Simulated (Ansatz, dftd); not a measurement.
System: CH5ClOSi, charge 0, singlet. CH5ClOSi (chlorosilylmethanol, SMILES OC[SiH2]Cl).
B3LYP-D3(BJ)/def2-TZVP minimum from Ansatz (a quantum-chemistry and plane-wave program):
```
C
H 1 1.0917
H 1 1.0999 2 106.52
O 1 1.4299 2 106.17 3 119.03
H 4 0.9632 1 109.11 2 178.93
Si 1 1.8863 2 109.54 3 -118.00
H 6 1.4792 1 110.67 2 66.79
H 6 1.4809 7 110.35 1 -120.94
Cl 6 2.0645 7 108.39 8 -117.56
```
Charge 0, spin multiplicity 1.

Wanted: atomisation energy (electronic, to ground-state atoms), in kcal/mol. Open shells are spin-unrestricted; no spin-orbit coupling. Correlated methods leave the cores frozen. Rows without X2C or -DK are non-relativistic. CBS(X,Y): correlation extrapolated as X^-3, Hartree-Fock from the larger set. A bracket is a step between two methods taken in the basis named. Functionals run without relativity, which enters their misses. 'core' is core correlation in cc-pwCVTZ (1s frozen past Ne), 'X2C' scalar relativity in cc-pVTZ-DK, both at CCSD(T). Where a partner has so few electrons that a lower coupled-cluster level is exact, that level stands in.

```
level                                                                                        program  atomisation energy (kcal/mol)  difference against the last row
------------------------------------------------------------------------------------  --------------  -----------------------------  -------------------------------
PBE/def2-TZVPD                                                                                Ansatz                          737.4                              0.7
r2SCAN-D3(BJ)/def2-TZVPD                                                              Ansatz + dftd3                          734.4                             -2.3
r2SCAN-D4/def2-TZVPD                                                                  Ansatz + dftd4                          734.2                             -2.5
CAM-B3LYP/def2-TZVPD                                                                          Ansatz                          729.9                             -6.8
CCSDT(Q)/cc-pV(D+d)Z                                                                          Ansatz                          671.2                            -65.5
CCSD(T)/CBS(cc-pV(T+d)Z,cc-pV(Q+d)Z) + [CCSDT(Q) - CCSD(T)]/cc-pV(D+d)Z + core + X2C          Ansatz                          736.7                              0.0
```
